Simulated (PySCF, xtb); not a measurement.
C₂H₁₀N₂Si₂, SMILES N[Si@@H]1C[SiH2]CN1.

xtb with GFN2-xTB at its own geometry gives an orbital gap of 4.80 eV and a dipole moment of 0.70 D.

The structure is a stationary point at PBE0-D3(BJ)/def2-SVP. The structure was generated by enumeration; whether it is a known compound was not checked. The values are those of a single conformer.

Question: What does PySCF with PBE0/def2-TZVP give? (The exact figures need the calculation; the answer reports its results.)

Answer: gap 7.45 eV (levels -6.61 and 0.84 eV), dipole 0.85 D.
